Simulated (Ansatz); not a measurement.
C3H3BF2O2, SMILES `F[B-]1(F)OC=CC=[O+]1`, relaxed with RKS PBE0-D4/def2-TZVP in the Gaussian-basis code of Ansatz from a PBE-D4/def2-SVP geometry. The force threshold is 0.005 eV/Å; the program also tests the step.

Total charge 0; spin multiplicity 1.

Start:

```xyz
11

F     0.045    2.530   -0.023
B     0.666    1.358   -0.337
F     1.879    1.454   -0.951
O    -0.273    0.561   -1.267
C    -0.809   -0.557   -0.931
C    -0.592   -1.189    0.300
C     0.271   -0.557    1.203
O     0.859    0.562    0.970
H    -1.470   -1.009   -1.698
H    -1.072   -2.145    0.543
H     0.496   -1.007    2.191
```

Task: By how much does the energy fall, and how many steps does the optimiser take? (An estimate is asked.)

Result: Ansatz gave: 1.50 kcal/mol, in 4 steps.

Task: Which bonds change most? (An estimate is asked.)

Result: The calculation gave: B2–O4 from 1.543 to 1.523 Å; B2–O8 from 1.543 to 1.523 Å; C6–H10 from 1.097 to 1.079 Å; C5–H9 from 1.109 to 1.090 Å.

Task: Give the relaxed structure. (An estimate is asked.)

Result: Ansatz gave: 
```xyz
11

F     0.047    2.508   -0.025
B     0.657    1.339   -0.332
F     1.861    1.444   -0.941
O    -0.270    0.552   -1.250
C    -0.800   -0.553   -0.918
C    -0.587   -1.178    0.297
C     0.266   -0.552    1.189
O     0.846    0.552    0.958
H    -1.450   -0.997   -1.673
H    -1.058   -2.118    0.536
H     0.488   -0.996    2.160
```
